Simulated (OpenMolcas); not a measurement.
# V4+: moving the ligands

V4+ with 6 ligands (ammonia) in trigonal antiprismatic coordination (S6) at 2 Å, a polar angle of 57.5° against the regular 54.74°. Ligand basis ANO-RCC-VDZP.
```
V     0.0000    0.0000    0.0000
N     0.0000    1.6863    1.0754
H    -0.9457    2.0084    1.2809
H     0.4729    1.5680    1.9714
H     0.4729    2.4488    0.5903
N    -1.4603   -0.8431    1.0754
H    -1.2665   -1.8232    1.2809
H    -2.3572   -0.8149    0.5903
H    -1.5944   -0.3745    1.9714
N     1.4603   -0.8431    1.0754
H     2.2122   -0.1852    1.2809
H     1.1215   -1.1935    1.9714
H     1.8843   -1.6339    0.5903
N     0.0000   -1.6863   -1.0754
H     0.9457   -2.0084   -1.2809
H    -0.4729   -1.5680   -1.9714
H    -0.4729   -2.4488   -0.5903
N     1.4603    0.8431   -1.0754
H     1.2665    1.8232   -1.2809
H     2.3572    0.8149   -0.5903
H     1.5944    0.3745   -1.9714
N    -1.4603    0.8431   -1.0754
H    -2.2122    0.1852   -1.2809
H    -1.1215    1.1935   -1.9714
H    -1.8843    1.6339   -0.5903
```

```json
{
 "Program": "OpenMolcas",
 "Method": "SS-CASPT2, IPEA 0.25 Eh, imaginary shift 0.1 Eh (closed shells correlated: 3s 3p and the ligand valence shells)",
 "Basis": "ANO-RCC-VTZP [6s5p3d2f1g]",
 "Scalar Hamiltonian": "DKH2, point nucleus",
 "Active space": "1 electron in 5 orbitals (3d)",
 "State averaging": "2S+1 = 2 even, 5 roots",
 "Spin-orbit coupling": "state interaction with AMFI integrals over the reference wave functions"
}
```

Runs around this geometry, states. Energies in cm-1 above the lowest state or level, χT in cm3 K/mol.

| R (Å) | Polar angle / regular | Ground state | First state of that spin | First gap with spin-orbit (degeneracies) | χT at 300 K |
| --- | --- | --- | --- | --- | --- |
| 1.86 | 1.05 | 2S+1 = 2 | 190 | 63 (2, 2) | 0.389 |
| 2 | 1.05 | 2S+1 = 2 | 1 | 31 (2, 2) | 0.389 |
| 2.07 | 1.05 | 2S+1 = 2 | 43 | 60 (2, 2) | 0.388 |
| 2 | 1.155 | 2S+1 = 2 | 530 | 530 (2, 2) | 0.381 |

Over all roots computed the reference weight is 0.69 in R = 1.86 in ratio = 1.05, 0.69 in R = 2 in ratio = 1.05, 0.68 to 0.69 in R = 2.07 in ratio = 1.05, 0.68 to 0.69 in R = 2 in ratio = 1.155; a low but even weight reflects the number of correlated electrons. Ligand-to-metal charge-transfer states are missing. With one d shell and no ligand orbital active, 10Dq can be off by a tenth or more. Spin-orbit coupling mixes the spin-free states strongly: the lowest level takes only 64 % from its leading state, an unlabelled state of the same spin as most of the rest (figures for R = 2, ratio = 1.05; the like holds for R = 2.07, ratio = 1.05). An orbital doublet at a regular site is open to a Jahn-Teller distortion, which this geometry leaves out (holds for R = 1.86, ratio = 1.05). The least metal-like active orbital is 74 % on the metal (Löwdin) and no ligand orbital is active, so the numbers are rough (holds for R = 1.86, ratio = 1.05). The least metal-like active orbital is 75 % on the metal (Löwdin) and no ligand orbital is active, so the numbers are rough (holds for R = 2, ratio = 1.05; R = 2.07, ratio = 1.05; R = 2, ratio = 1.155). In this distorted geometry hydrogen atoms of neighbouring ligands come closer than 1.9 Å, so it is strained (holds for R = 2, ratio = 1.155). No measured value stands beside these numbers; the geometry was imposed, not optimised, and the real ion may take another.

A state without a sure symmetry label is named by its multiplicity alone.
